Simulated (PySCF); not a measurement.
C₄H₁₂Sn, SMILES [CH3][Sn]([CH3])([CH3])[CH3]. Geometry: B3LYP-D3(BJ)/def2-SVP. The isomer is the one that the SMILES or the coordinates give; other isomers of the formula were not compared. The def2 effective core potentials stand for the cores of Sn; spin–orbit coupling is left out.

Q: Give the equilibrium geometry at B3LYP-D3(BJ)/def2-SVP (PySCF confirms it by a frequency run) as a Z-matrix, and its point group. (An estimate is asked for; the answer gives what the named calculation found.)

A: point group Td.
```
Sn
C 1 2.1751
H 2 1.1003 1 110.25
H 2 1.1003 3 108.68 1 120.94
H 2 1.1003 3 108.68 4 118.12
C 1 2.1751 2 109.47 3 180.00
H 6 1.1003 1 110.25 2 60.00
H 6 1.1003 7 108.68 1 120.94
H 6 1.1003 7 108.68 8 118.12
C 1 2.1751 2 109.47 3 -60.00
H 10 1.1003 1 110.25 2 60.00
H 10 1.1003 11 108.68 1 120.94
H 10 1.1003 11 108.68 12 118.12
C 1 2.1751 2 109.47 3 60.00
H 14 1.1003 1 110.25 2 -60.00
H 14 1.1003 15 108.68 1 -120.94
H 14 1.1003 15 108.68 16 -118.12
```
Charge 0, spin multiplicity 1.
